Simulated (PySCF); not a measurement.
Run record: excited-state job, `C=C[C@@H](C)[AsH2]`.

Method: TDDFT CAM-B3LYP/def2-SVPD, vertical, gas phase, core orbitals frozen in the response (PySCF 2.14.0, density-fitted response routines). Geometry: GFN2-xTB. The input is one job of a driver script: a line of settings, then coordinates in Å.

Input:
```
{"job": {"kind": "uv", "xc": "CAM-B3LYP", "basis": "def2-SVPD", "nstates": 8, "ntriplets": 3}, "charge": 0, "multiplicity": 1}
C      0.920331     1.877498     0.652676
C      0.217511     1.109521    -0.162106
C     -0.118045    -0.315872     0.097251
C     -1.594772    -0.600731    -0.161592
As     1.002813    -1.466941    -1.129289
H      1.150479     2.902962     0.417482
H      1.288549     1.509750     1.597598
H     -0.148316     1.506518    -1.103368
H      0.134725    -0.571498     1.130890
H     -1.853494    -0.363087    -1.194546
H     -1.816986    -1.655012     0.012433
H     -2.224781    -0.001349     0.495555
H      2.269892    -1.220659    -0.361755
H      0.771415    -2.711571    -0.313395
```

Output:
```
coarse grid: 50304 points
cycle   1  E = -2393.2975907225  dE = -3.431e-01  |g| = 3.185e-01  |ddm| = 5.807e+00
cycle   2  E = -2393.3100298715  dE = -1.244e-02  |g| = 2.410e-01  |ddm| = 9.154e-01
cycle   3  E = -2393.3207352545  dE = -1.071e-02  |g| = 2.825e-02  |ddm| = 3.866e-01
cycle   4  E = -2393.3209321080  dE = -1.969e-04  |g| = 1.267e-02  |ddm| = 9.240e-02
cycle   5  E = -2393.3209761614  dE = -4.405e-05  |g| = 3.131e-03  |ddm| = 2.850e-02
cycle   6  E = -2393.3209786863  dE = -2.525e-06  |g| = 7.007e-04  |ddm| = 7.111e-03
final grid: 106256 points
cycle   7  E = -2393.3209786636  dE = -1.188e-07  |g| = 7.986e-04  |ddm| = 7.108e-03
cycle   8  E = -2393.3209785781  dE =  8.553e-08  |g| = 1.010e-03  |ddm| = 3.224e-03
cycle   9  E = -2393.3209788317  dE = -2.536e-07  |g| = 6.917e-05  |ddm| = 1.628e-03
cycle  10  E = -2393.3209788331  dE = -1.458e-09  |g| = 2.183e-05  |ddm| = 1.953e-04
cycle  11  E = -2393.3209788333  dE = -2.146e-10  |g| = 8.541e-06  |ddm| = 9.241e-05
converged SCF energy = -2393.3209788333

Static polarisability (au): isotropic 82.735, principal 69.348 80.348 98.510

Singlet excitations
state   eV       nm        f      main configurations
  1   6.1610    201.2   0.14222   H->L 0.89
  2   6.3837    194.2   0.02953   H->L+1 0.87
  3   6.8485    181.0   0.06579   H->L+2 0.46, H-1->L 0.28, H-1->L+2 0.10
  4   7.0029    177.0   0.20379   H-1->L 0.34, H->L+2 0.29, H-1->L+1 0.17
  5   7.2331    171.4   0.28290   H-1->L+1 0.55, H-1->L 0.17, H->L+3 0.11
  6   7.5026    165.3   0.05464   H->L+3 0.37, H->L+4 0.30
  7   7.5832    163.5   0.02594   H->L+4 0.37, H->L+3 0.16, H-1->L+2 0.14
  8   7.7593    159.8   0.04684   H->L+6 0.58, H->L+5 0.11

Triplet excitations (Tamm-Dancoff, eV): 4.2825 5.2742 5.6934
```

The SCF starts on a coarse grid where the log names one; the energy can jump when the final grid takes over, and dE then counts from the start density on the new grid. H and L stand for HOMO and LUMO; the number after each pair is its weight.

**Question.** Give the mean polarisability as a volume in Å³, and the ratio of the largest to the smallest principal value.

**Answer.** 82.735 au × 0.148185 = 12.26 Å³; 98.510/69.348 = 1.42.

In short: HOMO -8.27 eV, LUMO 0.85 eV; lowest singlet 6.16 eV; lowest triplet 4.28 eV (Tamm–Dancoff); mean polarisability 82.7 au.

 Relativistic effects, spin–orbit coupling among them, are left out although an element past zinc is present.

**Question.** Estimate the wall time. Hardware: Arm Neoverse V1, one thread, shared host.

**Answer.** About 37 s.

One conformer stands for the species.
Labels such as C1 count atoms from 1, the log's own numbers from 0.
